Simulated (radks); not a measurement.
The numbers below are computed, except where a source is named.
The antimony ion Sb+, configuration [Kr] 4d10 5s2 5p2 (the NIST ground configuration). Level of theory: non-relativistic Kohn-Sham, exchange-only LDA, spin-polarised, spherical densities, point nucleus; open shells are filled with parallel spins first (spin-orbit coupling, left out, can overturn this in heavy ions); relativity is left out, which matters for an element this heavy (a radial shooting solver on a logarithmic mesh with Libxc functionals).

Normalised radial functions P(r) = r R(r), r in bohr:

r,5s up,5p up,5p down
0.003635,0.0479,0.0023,0.0023
0.004848,0.0599,0.0039,0.0040
0.006466,0.0730,0.0067,0.0068
0.008624,0.0859,0.0113,0.0115
0.01159,0.0965,0.0189,0.0192
0.01546,0.0999,0.0305,0.0309
0.02063,0.0905,0.0474,0.0480
0.02751,0.0619,0.0702,0.0711
0.03669,0.0097,0.0974,0.0986
0.04933,-0.0641,0.1233,0.1248
0.06579,-0.1351,0.1331,0.1347
0.08775,-0.1661,0.1086,0.1100
0.117,-0.1137,0.0349,0.0353
0.1561,0.0309,-0.0789,-0.0800
0.2099,0.1997,-0.1817,-0.1840
0.2799,0.2377,-0.1812,-0.1833
0.3734,0.0557,-0.0331,-0.0331
0.498,-0.2430,0.1918,0.1946
0.6642,-0.3781,0.3129,0.3162
0.8858,-0.1573,0.1880,0.1874
1.191,0.3108,-0.1509,-0.1580
1.588,0.6820,-0.4950,-0.5027
2.119,0.7573,-0.6755,-0.6727
2.826,0.5604,-0.6257,-0.6156
3.769,0.2805,-0.4142,-0.4129
5.067,0.0860,-0.1838,-0.1948
6.758,0.0154,-0.0528,-0.0632
9.014,0.0014,-0.0087,-0.0126

5s up: eigenvalue -19.341 eV, 4 radial nodes at r = 0.0383, 0.148, 0.395, 0.986 bohr, <r> = 2.25 bohr, 90 % of the charge inside 3.29 bohr. 5p up: eigenvalue -11.865 eV, 3 radial nodes at r = 0.129, 0.390, 1.06 bohr, <r> = 2.70 bohr, 90 % of the charge inside 4.01 bohr. 5p down (empty): eigenvalue -9.894 eV, 3 radial nodes at r = 0.129, 0.390, 1.05 bohr, <r> = 2.72 bohr, 90 % of the charge inside 4.09 bohr.
